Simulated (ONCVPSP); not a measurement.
# Pseudopotential generation for silicon (Si): ONCV, PBE, scalar-relativistic.

The input file (ONCVPSP 4.0.1):

```
# ATOM AND REFERENCE CONFIGURATION
# atsym  z   nc   nv     iexc    psfile
  Si 14.00    1    4        4      upf
#
#   n    l    f
    1    0    2.00
    2    0    2.00
    2    1    6.00
    3    0    2.00
    3    1    2.00
#
# PSEUDOPOTENTIAL AND OPTIMIZATION
# lmax
    2
#
#   l,   rc,      ep,       ncon, nbas, qcut
    0    0.85    0.00    4    7   12.10
    1    1.05    0.00    3    6   14.60
    2    0.85    0.07    3    8   10.50
#
# LOCAL POTENTIAL
# lloc, lpopt,  rc(5),   dvloc0
    2    5    0.85    0.00
#
# VANDERBILT-KLEINMAN-BYLANDER PROJECTORs
# l, nproj, debl
    0    3    2.60
    1    2    1.60
    2    0    1.70
#
# MODEL CORE CHARGE
# icmod, fcfact, rcfact
    1    0.60    0.00
#
# LOG DERIVATIVE ANALYSIS
# epsh1, epsh2, depsh
   -7.00    5.00    0.04
#
# OUTPUT GRID
# rlmax, drl
    6.00    0.01
#
# TEST CONFIGURATIONS
# ncnf
    4
# nvcnf
#   n    l    f
    4
    2    0    2.00
    2    1    6.00
    3    0    2.00
    3    1    1.00
#
    4
    2    0    2.00
    2    1    6.00
    3    0    2.00
    3    1    0.00
#
    4
    2    0    2.00
    2    1    6.00
    3    0    1.00
    3    1    0.00
#
    4
    2    0    2.00
    2    1    6.00
    3    0    2.00
    3    1    1.50
#
```

Command:

```bash
oncvpsp.x < Si.dat > Si.out
```

The program printed (shortened: citation, most of the input echo, consistency checks and plot data are left out):

```
ONCVPSP  (Optimized Norm-Conservinng Vanderbilt PSeudopotential)
scalar-relativistic version 4.0.1

#   n    l    f        energy (Ha)
    1    0    2.00    -6.5631993E+01
    2    0    2.00    -5.1265474E+00
    2    1    6.00    -3.5117357E+00
    3    0    2.00    -3.9736459E-01
    3    1    2.00    -1.4998149E-01

Reference configufation results
  iterations    26
  all-electron total energy (Ha)   -2.89836820D+02

Begin loop to  construct optimized pseudo wave functions
and semi-local pseudopoentials for all angular momenta

   Wellstate for l =  0  n =  4
     eigenvalue =   2.2026
     asymptotic potential =   2.7026
     half-point radius =  2.2133

Calculating optimized projector #   1

 for l=   0

    Fraction of norm inside rc  0.875920
    Optimizing pswf for qcut=  12.09 a_B^-1,  ecut=  73.14 Ha
    Residual kinetic energy error=  4.09D-05 Ha

    Energy error per electron        Cutoff
         Ha          eV             Ha
         0.01000     0.27211       22.40
         0.00100     0.02721       51.04
         0.00010     0.00272       66.76
         0.00001     0.00027      151.81

Calculating optimized projector #   2

 for l=   0

    Fraction of norm inside rc  0.036431
    Optimizing pswf for qcut=  12.09 a_B^-1,  ecut=  73.14 Ha
    Residual kinetic energy error=  2.36D-05 Ha

    Energy error per electron        Cutoff
         Ha          eV             Ha
         0.01000     0.27211       17.07
         0.00100     0.02721       27.37
         0.00010     0.00272       61.52
         0.00001     0.00027      104.02

Calculating optimized projector #   3

 for l=   0

    Fraction of norm inside rc  0.037216
    Optimizing pswf for qcut=  12.09 a_B^-1,  ecut=  73.14 Ha
    Residual kinetic energy error=  5.15D-05 Ha

    Energy error per electron        Cutoff
         Ha          eV             Ha
         0.01000     0.27211       18.74
         0.00100     0.02721       45.95
         0.00010     0.00272       68.05
         0.00001     0.00027      113.06

Calculating optimized projector #   1

 for l=   1

    Fraction of norm inside rc  0.947939
    Optimizing pswf for qcut=  14.59 a_B^-1,  ecut= 106.51 Ha
    Residual kinetic energy error=  6.33D-07 Ha

    Energy error per electron        Cutoff
         Ha          eV             Ha
         0.01000     0.27211       66.51
         0.00100     0.02721       79.35
         0.00010     0.00272       89.58
         0.00001     0.00027       97.84

Calculating optimized projector #   2

 for l=   1

    Fraction of norm inside rc  0.031625
    Optimizing pswf for qcut=  14.59 a_B^-1,  ecut= 106.51 Ha
    Residual kinetic energy error=  2.97D-07 Ha

    Energy error per electron        Cutoff
         Ha          eV             Ha
         0.01000     0.27211       50.93
         0.00100     0.02721       69.02
         0.00010     0.00272       82.93
         0.00001     0.00027       93.27

   Wellstate for l =  2  n =  3
     eigenvalue =   0.0700
     asymptotic potential =   0.5700
     half-point radius = 17.9056

Calculating optimized projector #   1

 for l=   2

    Fraction of norm inside rc  0.000840
    Optimizing pswf for qcut=  10.52 a_B^-1,  ecut=  55.35 Ha
    Residual kinetic energy error=  2.06D-06 Ha

    Energy error per electron        Cutoff
         Ha          eV             Ha
         0.01000     0.27211        2.35
         0.00100     0.02721       10.91
         0.00010     0.00272       26.95
         0.00001     0.00027       43.97

Construct Vanderbilt / Kleinmman-Bylander projectors

B matrix Hermiticity error, ll=   0
   1   2    5.1889E-04
   1   3   -8.3551E-04
   2   3    9.3539E-05

  Orthonormal projector coefficients  1.3399E+01 -6.7704E+00  2.6517E+00

B matrix Hermiticity error, ll=   1
   1   2    2.4145E-04

  Orthonormal projector coefficients -1.0332E+01 -2.1848E+00

Model core correction analysis
  based on d2Exc/dn_idn_j

d2excae - all-electron derivatives

   -8.332452D-02   -7.471066D-02   -3.836130D-03   -1.921107D-03
   -7.474171D-02   -8.094311D-02   -3.749976D-03   -2.515110D-03
   -4.118809D-03   -4.008531D-03   -3.237190D-04   -1.619779D-04
   -2.052289D-03   -2.635468D-03   -1.653089D-04   -1.132020D-04

d2excps - pseudofunction derivatives with no core correction

   -8.527749D-02   -7.687558D-02   -4.452699D-03   -2.346725D-03
   -7.690641D-02   -7.922035D-02   -3.647606D-03   -2.385344D-03
   -4.736020D-03   -3.906130D-03   -3.735184D-04   -1.763034D-04
   -2.477997D-03   -2.505714D-03   -1.796330D-04   -1.080747D-04

rms 2nd derivative error    1.040907E-03

Polynomial model core charge

d2excps - pseudofunction derivatives with core correction

   -7.597369D-02   -7.593278D-02   -3.647536D-03   -2.281197D-03
   -7.596188D-02   -7.924270D-02   -3.554225D-03   -2.372490D-03
   -3.930079D-03   -3.812727D-03   -3.042407D-04   -1.703978D-04
   -2.412349D-03   -2.492858D-03   -1.737273D-04   -1.069120D-04

rms 2nd derivative error    1.942243E-03

Pseudoatom total energy  -99.519596

Diagnostic tests using Vanderbilt-Kleinman-Bylander pseudopotentials
  1 or more projectors used as specified by nproj input data

   l    rcore       rmatch      e in        delta e   norm test  slope test

   0   0.8519998   0.8778683  -5.1265474   0.0000471   1.0002008   1.0002185
   0   0.8519998   0.8778683  -0.3973646   0.0000193   1.0001037   1.0000799
   0   0.8519998   0.8778683   2.2026354   0.0002962   1.0004554   1.0004554

   1   1.0504341   1.0823275  -3.5117357  -0.0000079   1.0001687   1.0001739
   1   1.0504341   1.0823275  -0.1499815   0.0000084   1.0000537   1.0000588

   2   0.8519998   0.8778683   0.0700000  -0.0002177   0.9999912   0.9999912

 Testing for bound ghosts
   n   l    E NL Schr. Eq   E Basis Diag.   E Cutoff

   1   0       -5.126500       -5.126446    362.24
   2   0       -0.397345        0.112045    362.24

   2   1       -3.511744       -3.509866    141.17
   3   1       -0.149973        0.156195    141.17

 Testing for highly-localized positive-energy ghosts
       l    <radius>/rc     E Basis Diag.   E Cutoff

Test configuration 0

   n   l     f        eae           eps        diff
   1   0  2.0000  -65.63199305
   2   0  2.0000   -5.12654738   -5.12650023    4.71D-05
   2   1  6.0000   -3.51173570   -3.51174364   -7.93D-06
   3   0  2.0000   -0.39736459   -0.39734531    1.93D-05
   3   1  2.0000   -0.14998149   -0.14997304    8.44D-06

    Total energies and differences
      AE_ref= -2.89836820D+02  AE_tst= -2.89836820D+02  dif=  0.00D+00
      PS_ref= -9.95195957D+01  PS_tst= -9.95195957D+01  dif= -5.68D-14
      PSP excitation error=  5.68D-14

Test configuration 1

   n   l     f        eae           eps        diff
   1   0  2.0000  -65.98789348
   2   0  2.0000   -5.47570426   -5.47538624    3.18D-04
   2   1  6.0000   -3.86146401   -3.86050487    9.59D-04
   3   0  2.0000   -0.69950321   -0.69947264    3.06D-05
   3   1  1.0000   -0.42834919   -0.42830091    4.83D-05

    Total energies and differences
      AE_ref= -2.89836820D+02  AE_tst= -2.89552380D+02  dif=  2.84D-01
      PS_ref= -9.95195957D+01  PS_tst= -9.92351650D+01  dif=  2.84D-01
      PSP excitation error=  9.58D-06

Test configuration 2

   n   l     f        eae           eps        diff
   1   0  2.0000  -66.43699071
   2   0  2.0000   -5.90942986   -5.90876862    6.61D-04
   2   1  6.0000   -4.29635628   -4.29351746    2.84D-03
   3   0  2.0000   -1.04868596   -1.04860732    7.86D-05

    Total energies and differences
      AE_ref= -2.89836820D+02  AE_tst= -2.88964655D+02  dif=  8.72D-01
      PS_ref= -9.95195957D+01  PS_tst= -9.86475198D+01  dif=  8.72D-01
      PSP excitation error=  8.96D-05

Test configuration 3

   n   l     f        eae           eps        diff
   1   0  2.0000  -67.01663042
   2   0  2.0000   -6.46352154   -6.46495424   -1.43D-03
   2   1  6.0000   -4.85157200   -4.84850371    3.07D-03
   3   0  1.0000   -1.45115744   -1.45125833   -1.01D-04

    Total energies and differences
      AE_ref= -2.89836820D+02  AE_tst= -2.87716225D+02  dif=  2.12D+00
      PS_ref= -9.95195957D+01  PS_tst= -9.73990535D+01  dif=  2.12D+00
      PSP excitation error=  5.30D-05

Test configuration 4

   n   l     f        eae           eps        diff
   1   0  2.0000  -65.79727539
   2   0  2.0000   -5.28940404   -5.28923014    1.74D-04
   2   1  6.0000   -3.67481114   -3.67443744    3.74D-04
   3   0  2.0000   -0.54123268   -0.54121014    2.25D-05
   3   1  1.5000   -0.28211053   -0.28208998    2.05D-05

    Total energies and differences
      AE_ref= -2.89836820D+02  AE_tst= -2.89729458D+02  dif=  1.07D-01
      PS_ref= -9.95195957D+01  PS_tst= -9.94122353D+01  dif=  1.07D-01
      PSP excitation error=  1.62D-06
```

The run took about 4.4 s on one core of a shared server CPU.
